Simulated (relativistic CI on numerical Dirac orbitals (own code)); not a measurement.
What each ingredient does to the levels of Hg32+

Base calculation: Dirac-Coulomb-Breit CI, KLI orbitals optimised for each configuration, QED by a radiative potential, unscaled Slater integrals.

CI space (outside the closed core [Ar] 3d10): 4s2 4p6 4d10 4f2, 4s2 4p6 4d9 4f3, 4s2 4p6 4d10 4f 5s, 4s2 4p6 4d10 4f 5p, 4s2 4p5 4d10 4f3, 4s2 4p6 4d10 5s2, 4s2 4p6 4d10 5s 5p, 4s2 4p6 4d10 4f 5d, 4s 4p6 4d10 4f3, 4s2 4p6 4d10 5p2, 4s2 4p6 4d10 5s 5d, 4s2 4p6 4d9 4f2 5s, 4s2 4p6 4d9 4f 5s2, 4s2 4p6 4d10 4f 5f, 4s2 4p6 4d10 5p 5d, 4s2 4p6 4d9 4f2 5p. Levels of other configurations are missing.

The lowest level and the first level of each name with at least 55 % of one term (blank where a level has no safe partner in the second run):

```csv
Level,Base (cm⁻¹),Shift (cm⁻¹)
4s2 4p6 4d10 4f2 3H_4,0,0
4s2 4p6 4d10 4f2 3F_2,24963,+1438
4s2 4p6 4d10 4f2 3H_5,45329,+23
4s2 4p6 4d10 4f2 3F_3,61521,+1073
4s2 4p6 4d10 4f2 3H_6,79851,+319
4s2 4p6 4d10 4f2 3P_0,95655,+3486
4s2 4p6 4d10 4f2 3F_4,111861,+513
4s2 4p6 4d10 4f2 3P_1,120418,+3678
4s2 4p6 4d10 4f2 1I_6,128419,+1668
4s2 4p6 4d10 4f2 3P_2,157148,+3391
4s2 4p6 4d10 4f2 1S_0,246742,+1869
4s2 4p6 4d10 4f 5s 3F°_2,1718036,
4s2 4p6 4d10 4f 5s 3F°_3,1721971,
4s2 4p6 4d10 4f 5s 3F°_4,1768329,
4s2 4p6 4d10 4f 5s 1F°_3,1774752,
4s2 4p6 4d9 4f3 5G°_2,1821714,
4s2 4p6 4d9 4f3 5D°_0,1871081,
4s2 4p6 4d9 4f3 5L°_8,1878872,
4s2 4p6 4d9 4f3 5L°_9,1895519,
4s2 4p6 4d9 4f3 3F°_2,1921350,
```

At this charge energies of transitions that change n are usually good to better than 1 %, and those within a shell (Δn = 0) to a few per cent. Terms inside the open d or f shell come out 10 to 20 % too wide with unscaled integrals.

Q: One thing was changed in a second run, which moved the levels as shown. Which?
A. Breit term removed
B. non-relativistic limit
C. only the first configuration
D. QED terms removed

A: C. Only the first configuration. With fewer configurations the levels that remain lose their mixing partners.

LS names give the leading component of a level, which can be under half, so a name can repeat, a term be missing and a line seem to break the LS rules.
